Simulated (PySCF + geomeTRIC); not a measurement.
Computed with BP86-D3(BJ)/def2-SVP (PySCF + geomeTRIC). fastk is a local helper that only speeds up exchange builds. No frequencies were computed at this level.

```python
import json, numpy as np
from pyscf import gto, dft
from fastk import lowrank_exchange
atoms = """
Ti     0.065445    -0.069971    -0.120083
O      0.788837     0.809234    -1.427183
H      0.361695     1.251984    -2.165846
O     -0.329027     0.956730     1.219767
H      0.224798     1.234795     1.954575
O      1.204796    -1.256915     0.425862
H      1.876844    -1.725678    -0.076672
O     -1.401994    -0.788078    -0.699713
H     -2.190563    -1.031192    -0.206547
"""
def scf(charge, spin, dm0=None):
    mol = gto.M(atom=atoms, basis='def2-svp', ecp={}, charge=charge, spin=spin, verbose=3, max_memory=5040)
    mf = dft.KS(mol, xc='bp86').density_fit(auxbasis="def2-universal-jkfit")
    mf.disp = 'd3bj'
    mf.grids.level = 3
    mf.conv_tol = 1e-8
    mf.max_cycle = 120
    mf.level_shift = 0.25
    mf.kernel(dm0)
    if not mf.converged:
        mf = mf.newton().run(mf.mo_coeff, mf.mo_occ).undo_soscf()
    return mf
mf = scf(0, 0)
from pyscf.geomopt.geometric_solver import kernel as optimize
path = []
done, mol = optimize(mf, maxsteps=120, assert_convergence=False, callback=lambda env: path.append((env["energy"], bool(env["g_scanner"].converged))))
res = dict(converged=bool(done and path[-1][1]), energy=path[-1][0], path=[e for e, c in path], xyz=mol.atom_coords(unit="Angstrom").tolist(), nao=mol.nao)
json.dump(res, open("result.json", "w"))
```

Output:

```
converged SCF energy = -1152.77521572835
Geometry optimization cycle 1
converged SCF energy = -1152.77521573401
cycle 1: E = -1152.77521573  dE = -1152.78  norm(grad) = 0.0899066
Geometry optimization cycle 2
converged SCF energy = -1152.78854837031
cycle 2: E = -1152.78854837  dE = -0.0133326  norm(grad) = 0.0152787
Geometry optimization cycle 3
converged SCF energy = -1152.78899272947
cycle 3: E = -1152.78899273  dE = -0.000444359  norm(grad) = 0.00277274
Geometry optimization cycle 4
converged SCF energy = -1152.78904594505
cycle 4: E = -1152.78904595  dE = -5.32156e-05  norm(grad) = 0.0021793
Geometry optimization cycle 5
converged SCF energy = -1152.78909264077
cycle 5: E = -1152.78909264  dE = -4.66957e-05  norm(grad) = 0.00329814
Geometry optimization cycle 6
converged SCF energy = -1152.78917607372
cycle 6: E = -1152.78917607  dE = -8.34329e-05  norm(grad) = 0.00386422
Geometry optimization cycle 7
converged SCF energy = -1152.78922253282
cycle 7: E = -1152.78922253  dE = -4.64591e-05  norm(grad) = 0.00258767
Geometry optimization cycle 8
converged SCF energy = -1152.7892766377
cycle 8: E = -1152.78927664  dE = -5.41049e-05  norm(grad) = 0.00266486
Geometry optimization cycle 9
converged SCF energy = -1152.78937402385
cycle 9: E = -1152.78937402  dE = -9.73862e-05  norm(grad) = 0.00601384
Geometry optimization cycle 10
converged SCF energy = -1152.78967453387
cycle 10: E = -1152.78967453  dE = -0.00030051  norm(grad) = 0.0139198
Geometry optimization cycle 11
converged SCF energy = -1152.78988217378
cycle 11: E = -1152.78988217  dE = -0.00020764  norm(grad) = 0.0185184
Geometry optimization cycle 12
converged SCF energy = -1152.79037390788
cycle 12: E = -1152.79037391  dE = -0.000491734  norm(grad) = 0.0134574
Geometry optimization cycle 13
converged SCF energy = -1152.79080263492
cycle 13: E = -1152.79080263  dE = -0.000428727  norm(grad) = 0.00242572
Geometry optimization cycle 14
converged SCF energy = -1152.79082129133
cycle 14: E = -1152.79082129  dE = -1.86564e-05  norm(grad) = 0.000550931
Geometry optimization cycle 15
converged SCF energy = -1152.79082689348
cycle 15: E = -1152.79082689  dE = -5.60215e-06  norm(grad) = 0.000577282
Geometry optimization cycle 16
converged SCF energy = -1152.79083134214
cycle 16: E = -1152.79083134  dE = -4.44866e-06  norm(grad) = 0.000649133
Geometry optimization cycle 17
converged SCF energy = -1152.79083472925
cycle 17: E = -1152.79083473  dE = -3.3871e-06  norm(grad) = 0.00072138
Geometry optimization cycle 18
converged SCF energy = -1152.79083781112
cycle 18: E = -1152.79083781  dE = -3.08187e-06  norm(grad) = 0.000737619
Geometry optimization cycle 19
converged SCF energy = -1152.790840172
cycle 19: E = -1152.79084017  dE = -2.36088e-06  norm(grad) = 0.000637619
Geometry optimization cycle 20
converged SCF energy = -1152.79084214162
cycle 20: E = -1152.79084214  dE = -1.96962e-06  norm(grad) = 0.000513113
Geometry optimization cycle 21
converged SCF energy = -1152.79084353483
cycle 21: E = -1152.79084353  dE = -1.39322e-06  norm(grad) = 0.000456048
Geometry optimization cycle 22
converged SCF energy = -1152.79084452692
cycle 22: E = -1152.79084453  dE = -9.92089e-07  norm(grad) = 0.000452721
Geometry optimization cycle 23
converged SCF energy = -1152.79084457699
cycle 23: E = -1152.79084458  dE = -5.00643e-08  norm(grad) = 0.000483417
Geometry optimization cycle 24
converged SCF energy = -1152.79084570583
cycle 24: E = -1152.79084571  dE = -1.12884e-06  norm(grad) = 0.000334614
Geometry optimization cycle 25
converged SCF energy = -1152.79084635952
cycle 25: E = -1152.79084636  dE = -6.53687e-07  norm(grad) = 0.000219932
Geometry optimization cycle 26
converged SCF energy = -1152.79084543442
cycle 26: E = -1152.79084543  dE = 9.25093e-07  norm(grad) = 0.000356685
Geometry optimization cycle 27
converged SCF energy = -1152.79084564087
cycle 27: E = -1152.79084564  dE = -2.06445e-07  norm(grad) = 0.000411083
<class 'geometric.internal.Distance'> : 8
<class 'geometric.internal.Angle'> : 10
<class 'geometric.internal.Dihedral'> : 12
<class 'geometric.internal.TranslationX'> : 1
<class 'geometric.internal.TranslationY'> : 1
<class 'geometric.internal.TranslationZ'> : 1
<class 'geometric.internal.RotationA'> : 1
<class 'geometric.internal.RotationB'> : 1
<class 'geometric.internal.RotationC'> : 1
Step    0 : Gradient = 2.997e-02/4.350e-02 (rms/max) Energy = -1152.7752157340
Step    1 : Displace = 9.013e-02/1.036e-01 (rms/max) Trust = 1.000e-01 (=) Grad = 5.093e-03/7.576e-03 (rms/max) E (change) = -1152.7885483703 (-1.333e-02) Quality = 0.770
Step    2 : Displace = 1.373e-02/1.697e-02 (rms/max) Trust = 1.414e-01 (+) Grad = 9.242e-04/1.244e-03 (rms/max) E (change) = -1152.7889927295 (-4.444e-04) Quality = 1.248
Step    3 : Displace = 7.667e-03/1.105e-02 (rms/max) Trust = 2.000e-01 (+) Grad = 7.264e-04/1.036e-03 (rms/max) E (change) = -1152.7890459451 (-5.322e-05) Quality = 1.379
Step    4 : Displace = 1.077e-02/1.626e-02 (rms/max) Trust = 2.828e-01 (+) Grad = 1.099e-03/1.646e-03 (rms/max) E (change) = -1152.7890926408 (-4.670e-05) Quality = 1.562
Step    5 : Displace = 2.988e-02/4.582e-02 (rms/max) Trust = 3.000e-01 (+) Grad = 1.288e-03/1.921e-03 (rms/max) E (change) = -1152.7891760737 (-8.343e-05) Quality = 1.191
Step    6 : Displace = 2.203e-02/3.425e-02 (rms/max) Trust = 3.000e-01 (=) Grad = 8.626e-04/1.180e-03 (rms/max) E (change) = -1152.7892225328 (-4.646e-05) Quality = 1.227
Step    7 : Displace = 2.516e-02/3.924e-02 (rms/max) Trust = 3.000e-01 (=) Grad = 8.883e-04/1.177e-03 (rms/max) E (change) = -1152.7892766377 (-5.410e-05) Quality = 1.273
Step    8 : Displace = 4.181e-02/6.472e-02 (rms/max) Trust = 3.000e-01 (=) Grad = 2.005e-03/2.968e-03 (rms/max) E (change) = -1152.7893740239 (-9.739e-05) Quality = 1.448
Step    9 : Displace = 1.255e-01/1.904e-01 (rms/max) Trust = 3.000e-01 (=) Grad = 4.640e-03/7.058e-03 (rms/max) E (change) = -1152.7896745339 (-3.005e-04) Quality = 1.481
Step   10 : Displace = 1.131e-01/1.614e-01 (rms/max) Trust = 3.000e-01 (=) Grad = 6.173e-03/9.575e-03 (rms/max) E (change) = -1152.7898821738 (-2.076e-04) Quality = 0.912
Step   11 : Displace = 3.932e-02/6.022e-02 (rms/max) Trust = 3.000e-01 (=) Grad = 4.486e-03/7.003e-03 (rms/max) E (change) = -1152.7903739079 (-4.917e-04) Quality = 1.509
Step   12 : Displace = 3.789e-02/5.190e-02 (rms/max) Trust = 3.000e-01 (=) Grad = 8.086e-04/1.381e-03 (rms/max) E (change) = -1152.7908026349 (-4.287e-04) Quality = 1.044
Step   13 : Displace = 6.750e-03/8.907e-03 (rms/max) Trust = 3.000e-01 (=) Grad = 1.836e-04/3.347e-04 (rms/max) E (change) = -1152.7908212913 (-1.866e-05) Quality = 1.101
Step   14 : Displace = 6.138e-03/9.904e-03 (rms/max) Trust = 3.000e-01 (=) Grad = 1.924e-04/3.005e-04 (rms/max) E (change) = -1152.7908268935 (-5.602e-06) Quality = 1.275
Step   15 : Displace = 5.205e-03/8.667e-03 (rms/max) Trust = 3.000e-01 (=) Grad = 2.164e-04/3.975e-04 (rms/max) E (change) = -1152.7908313421 (-4.449e-06) Quality = 1.044
Step   16 : Displace = 6.168e-03/9.863e-03 (rms/max) Trust = 3.000e-01 (=) Grad = 2.405e-04/4.136e-04 (rms/max) E (change) = -1152.7908347292 (-3.387e-06) Quality = 0.694
Step   17 : Displace = 7.011e-03/1.209e-02 (rms/max) Trust = 3.000e-01 (=) Grad = 2.459e-04/4.092e-04 (rms/max) E (change) = -1152.7908378111 (-3.082e-06) Quality = 0.605
Step   18 : Displace = 7.534e-03/1.423e-02 (rms/max) Trust = 3.000e-01 (=) Grad = 2.125e-04/3.597e-04 (rms/max) E (change) = -1152.7908401720 (-2.361e-06) Quality = 0.427
Step   19 : Displace = 4.295e-03/8.088e-03 (rms/max) Trust = 3.000e-01 (=) Grad = 1.710e-04/2.520e-04 (rms/max) E (change) = -1152.7908421416 (-1.970e-06) Quality = 0.532
Step   20 : Displace = 2.167e-03/3.008e-03 (rms/max) Trust = 3.000e-01 (=) Grad = 1.520e-04/3.143e-04 (rms/max) E (change) = -1152.7908435348 (-1.393e-06) Quality = 0.574
Step   21 : Displace = 2.552e-03/4.332e-03 (rms/max) Trust = 3.000e-01 (=) Grad = 1.509e-04/3.213e-04 (rms/max) E (change) = -1152.7908445269 (-9.921e-07) Quality = 0.450
Step   22 : Displace = 3.401e-03/5.348e-03 (rms/max) Trust = 3.000e-01 (=) Grad = 1.611e-04/2.556e-04 (rms/max) E (change) = -1152.7908445770 (-5.006e-08) Quality = 0.016
Step   23 : Displace = 1.592e-03/2.807e-03 (rms/max) Trust = 1.701e-03 (-) Grad = 1.115e-04/1.481e-04 (rms/max) E (change) = -1152.7908457058 (-1.129e-06) Quality = 0.539
Step   24 : Displace = 1.707e-03/2.529e-03 (rms/max) Trust = 1.701e-03 (=) Grad = 7.331e-05/1.182e-04 (rms/max) E (change) = -1152.7908463595 (-6.537e-07) Quality = 0.251
Step   25 : Displace = 1.688e-03/2.886e-03 (rms/max) Trust = 1.701e-03 (=) Grad = 1.189e-04/1.924e-04 (rms/max) E (change) = -1152.7908454344 (+9.251e-07) Quality = -0.426
Step   26 : Displace = 8.981e-04/1.538e-03 (rms/max) Trust = 8.442e-04 (-) Grad = 1.370e-04/2.301e-04 (rms/max) E (change) = -1152.7908456409 (-2.064e-07) Quality = 0.099
Converged! =D
```

Cost: very roughly 8 core-minutes.
